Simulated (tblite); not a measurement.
Species: C7H16Si.
Numbering: `[CH2:1]=[C:2]([CH2:3][CH3:4])[Si:5]([CH3:6])([CH3:7])[CH3:8]` (hydrogens: H9, H10 on C1; H11, H12 on C3; H13, H14, H15 on C4; H16, H17, H18 on C6; H19, H20, H21 on C7; H22, H23, H24 on C8)

Geometry (GFN2-xTB, Å), atoms numbered from 1 in this order:
```xyz
24
C7H16Si angstrom
C      0.2772   -1.0491   -2.0623
C      0.5276   -0.2889   -1.0042
C      1.9335    0.1618   -0.7156
C      2.5042   -0.5483    0.5100
Si    -0.8637    0.2289    0.1896
C     -1.1896   -1.1578    1.4635
C     -2.4673    0.5419   -0.7964
C     -0.4014    1.8437    1.0978
H     -0.7148   -1.3984   -2.2934
H      1.0528   -1.3558   -2.7493
H      1.9401    1.2393   -0.5385
H      2.5733   -0.0439   -1.5776
H      3.5274   -0.2278    0.6942
H      1.9088   -0.3261    1.3914
H      2.4998   -1.6250    0.3566
H     -1.4557   -2.0854    0.9658
H     -2.0081   -0.8936    2.1265
H     -0.3192   -1.3576    2.0807
H     -2.8441   -0.3715   -1.2446
H     -3.2478    0.9335   -0.1513
H     -2.3089    1.2595   -1.5955
H     -0.2153    2.6522    0.3968
H      0.4872    1.7284    1.7106
H     -1.2078    2.1600    1.7528
```

Computed with GFN2-xTB (tblite): harmonic, unscaled wavenumbers at the GFN2-xTB geometry, gas phase. This tight-binding method is rough: wavenumbers can miss measured ones by several per cent, in bad cases by 10 to 20. One conformer, not necessarily the lowest.

Harmonic wavenumbers (cm⁻¹): 34.0, 78.8, 91.2, 107.9, 123.6, 133.9, 139.5, 172.3, 182.1, 193.1, 212.2, 218.8, 322.1, 373.2, 503.5, 574.4, 677.4, 704.1, 734.6, 735.7, 777.0, 792.8, 793.3, 829.6, 850.9, 852.8, 866.4, 912.0, 920.0, 1029.5, 1079.0, 1087.3, 1213.5, 1254.2, 1319.0, 1371.0, 1372.8, 1377.3, 1406.9, 1425.7, 1482.9, 1484.8, 1487.0, 1490.8, 1492.7, 1494.6, 1498.0, 1500.5, 1508.4, 1677.0, 2958.3, 2974.1, 3027.3, 3035.5, 3037.0, 3038.4, 3039.3, 3041.9, 3043.4, 3044.2, 3045.7, 3046.3, 3048.4, 3051.0, 3060.6, 3110.9.

A = 1951, B = 1230, C = 1055 MHz; mass 128.102 u (most abundant isotopes); point group C1, symmetry number 1.

Problem. Zero-point energy?

Solution. Half the sum of the wavenumbers: 45781 cm⁻¹ = 547.66 kJ/mol.

Problem. Entropy at 400 K, 1 bar (ideal gas, RRHO, classical rotation)?

Solution. Translation 175.49, rotation 125.97, vibration 234.78: S = 536.2 J/(mol K).

Problem. And Cp and H(400 K) − H(0)?

Solution. Cp = 246.05 J/(mol K), of which vibrations give 212.79 (their classical limit is 66 R = 548.8); H(400 K) − H(0) = 59.79 kJ/mol without the zero-point energy, 46.49 from vibrations.

Problem. Which modes carry the vibrational entropy at 400 K?

Solution. 34.0 cm⁻¹: 25.79; 78.8 cm⁻¹: 18.82; 91.2 cm⁻¹: 17.62; 107.9 cm⁻¹: 16.24; 123.6 cm⁻¹: 15.12; 133.9 cm⁻¹: 14.47 J/(mol K); the other 60 give 126.72 together.

Problem. How do the functions run with temperature in this model?

Solution. 
```csv
T (K),S (J/(mol K)),Cp (J/(mol K)),H − H(0) (kJ/mol),G − H(0) (kJ/mol),ln q(vib)
50,252.0,68.7,2.32,-10.28,0.79
100,312.9,107.4,6.82,-24.46,2.71
298.15,471.2,198.6,37.11,-103.36,10.61
373.15,519.6,233.9,53.34,-140.53,13.32
500,595.7,287.3,86.51,-211.34,17.69
750,728.1,366.2,168.83,-377.26,25.73
1000,841.4,421.1,267.63,-573.81,33.09
```

q(vib) and H(0) count from the zero-point level.

Hindered rotation and anharmonicity are outside this model. Other conformers, if any are populated, would add a mixing term that is left out. The structure is chiral; the term R ln 2 for an equal mix with its mirror image is left out.
